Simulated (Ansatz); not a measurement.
Energy needed to pull apart Si₂H₃Br (SMILES [SiH2]=[SiH]Br), closed shell, into free ground-state atoms, from the structure below (displaced at random from a GFN2-xTB minimum); no zero-point or spin–orbit terms; open-shell atoms are treated unrestricted, in their ground-state multiplicity.

```
6
angstrom
Si -0.6458 0.3220 -0.9431
Si 0.4474 0.0212 0.9005
Br 1.9094 -1.7756 0.8942
H -1.3652 -0.6191 -1.7050
H -1.8094 1.2846 -0.6730
H 1.4370 0.7207 1.5862
```

Computed with Ansatz 0.2.0 (basis: def2-TZVPP); correlated methods freeze the cores. Filled d shells of the heavier atoms are correlated. The def2 sets are not built for correlating such inner shells, so the correlated values are less sure here.

```json
{"method": "PBE-D4", "atomization energy (kJ/mol)": "?"}
{"method": "BLYP-D4", "atomization energy (kJ/mol)": "1488"}
{"method": "r2SCAN-D4", "atomization energy (kJ/mol)": "1510"}
{"method": "PBE0-D4", "atomization energy (kJ/mol)": "1483"}
{"method": "r2SCANh-D4", "atomization energy (kJ/mol)": "1498"}
{"method": "wB97M-V", "atomization energy (kJ/mol)": "1485"}
{"method": "HF", "atomization energy (kJ/mol)": "1029"}
{"method": "MP2", "atomization energy (kJ/mol)": "?"}
{"method": "CCSD", "atomization energy (kJ/mol)": "1416"}
{"method": "CCSD(T)", "atomization energy (kJ/mol)": "1449"}
```

Task: What does PBE-D4 give? (To be estimated.)

Result: The calculation gives: 1507 kJ/mol, which is about 58 kJ/mol more than CCSD(T)/def2-TZVPP.

Task: What does MP2 give? (Judge from chemistry; the value comes from the calculation.)

Result: The calculation gives: 1440 kJ/mol, which is about 9 kJ/mol less than CCSD(T)/def2-TZVPP.

In triple zeta the MP2 and coupled-cluster atomization energies are still short of their basis limit by a few kcal/mol a bond, whereas those of the functionals are nearly converged, so these differences are not deviations from converged CCSD(T).

T1 diagnostic: at most 0.015. The restricted Hartree–Fock reference is unstable towards an unrestricted one here. A large double-excitation amplitude points to some diradical character; no triplet was computed.

For scale, one of the runs: CCSD(T)/def2-TZVPP forces, 174 basis functions, launched by `ansatz run in.yaml --threads 4 --pin off --events-out ev --progress --plain --max-ram 5222MiB`. Time: 4.1 min of wall clock on 4 CPU threads of an Arm Neoverse N1; the host was shared. Peak host memory: 2.5 GiB.
